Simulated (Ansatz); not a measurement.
Basis-set series for C₄H₈O₄Sn (`CC(=O)[O][SnH2][O]C(C)=O`). Charge 0, multiplicity 1. Sn: def2 effective core potential. Geometry: relaxed with PBE0-D4/def2-TZVP. It is one conformer, not always the lowest.

Cartesian coordinates in Å:
```
C 1.524 -0.543 2.827
C 0.495 -0.699 1.761
O -0.220 0.253 1.381
O 0.344 -1.839 1.203
Sn -1.203 -1.177 -0.119
O -1.705 0.509 -1.339
C -0.511 0.685 -1.761
C -0.231 1.808 -2.700
O 0.386 -0.086 -1.359
H 2.511 -0.598 2.361
H 1.451 -1.367 3.537
H 1.414 0.414 3.331
H -2.599 -1.182 0.864
H -1.131 -2.467 -1.234
H 0.767 1.716 -3.121
H -0.984 1.832 -3.487
H -0.306 2.746 -2.144
```

| functional | basis | functions | energy (Eh) | HOMO (eV) | LUMO (eV) |
| --- | --- | --- | --- | --- | --- |
| PBE0-D4 | def2-SVP | 178 | -671.68262 | -8.04 | -0.13 |
| PBE0-D4 | def2-TZVPP | 410 | -672.22445 | -8.10 | -0.31 |
| ωB97M-V | def2-SVP | 178 | -671.95709 | -10.28 | 1.99 |
| ωB97M-V | def2-TZVPP | 410 | -672.51636 | -10.38 | 1.46 |

**Question.** Give the rows for def2-QZVPP. (Estimate.)

**Answer.** The calculation gave: 
```csv
functional,basis,functions,energy (Eh),HOMO (eV),LUMO (eV)
PBE0-D4,def2-QZVPP,778,-672.25196,-8.11,-0.37
ωB97M-V,def2-QZVPP,778,-672.54247,-10.39,1.17
```

Positive LUMOs are unbound and depend on the basis.

Computed with Ansatz.
